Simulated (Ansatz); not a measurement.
`FC([SiH3])(Cl)Cl` → `FC(Cl)Cl` + `[SiH2]` at 400 K and 1 bar (silylene formation by 1,1-elimination).

Gas-phase electronic energies from Ansatz, PBE0-D4/def2-TZVP geometries. CCSD(T)/CBS adds triple-zeta CCSD(T) − MP2 to the extrapolated MP2 energy (def2 sets, frozen cores). This one scheme is used for every species.

```json
{"species": "`FC([SiH3])(Cl)Cl`", "CCSD(T)/CBS energy (Eh)": "-1348.25786", "H − E (kJ/mol)": "124.6", "S (J/(mol·K))": "376.3"}
{"species": "`FC(Cl)Cl`", "CCSD(T)/CBS energy (Eh)": "-1057.98381", "H − E (kJ/mol)": "76.9", "S (J/(mol·K))": "312.0"}
{"species": "`[SiH2]`", "CCSD(T)/CBS energy (Eh)": "-290.19011", "H − E (kJ/mol)": "44.2", "S (J/(mol·K))": "218.1"}
```

H − E and S are ideal-gas, rigid-rotor, harmonic terms from PBE0-D4/def2-TZVP. 1 Eh = 2625.50 kJ/mol, R = 8.31446 J/(mol·K).

Question: By hand: ΔE, ΔH, ΔS and ΔG.

Answer: ΔE = (-1057.98381) + (-290.19011) − (-1348.25786) = 0.08394 Eh = 220.4 kJ/mol. Δ(H − E) = 76.9 + 44.2 − 124.6 = -3.5, so ΔH = 216.9 kJ/mol. ΔS = 312.0 + 218.1 − 376.3 = 153.8 J/(mol·K). ΔG = 216.9 − 400 × (153.8)/1000 = 155.4 kJ/mol.

Question: By hand: the equilibrium constant, and the temperature at which ΔG would vanish if ΔH and ΔS stayed fixed.

Answer: log₁₀ K = −ΔG/(RT ln 10) = -20.3. ΔG = 0 at ΔH/ΔS = 1410 K.

The number of gas molecules changes by +1, which sets the sign of ΔS. A doubt of 5 kJ/mol in ΔE shifts log₁₀ K by 0.7 here. These are equilibria of isolated gas molecules and say nothing of rates. Largest T1 diagnostic: 0.014 (customary marks: 0.02 for closed shells, 0.045 for open ones).
